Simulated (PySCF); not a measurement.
**Correlation energy of B+ (boron, charge +1)**

[He] 2s1 3s1, high-spin 3S determinant (an excited configuration). All numbers are calculated (PySCF 2.14, the spin-free X2C one-electron Hamiltonian (Gaussian nucleus), in dyall-acv3z). Frozen: nothing; 4 electrons correlated; the 5 highest virtual orbitals of each spin left out.

MP2 pair energies summed by pair of shells (mhartree):

```csv
pair,energy,share (%)
1s-1s,-38.13,82.0
1s-2s,-4.35,9.4
2s-3s,-3.45,7.4
1s-3s,-0.55,1.2
```

Total MP2 correlation energy: -46.48 mhartree.

Same-spin part -4.67 and opposite-spin part -41.80 mhartree; SCS-MP2 scales them by 1/3 and 6/5 to -51.72 mhartree.
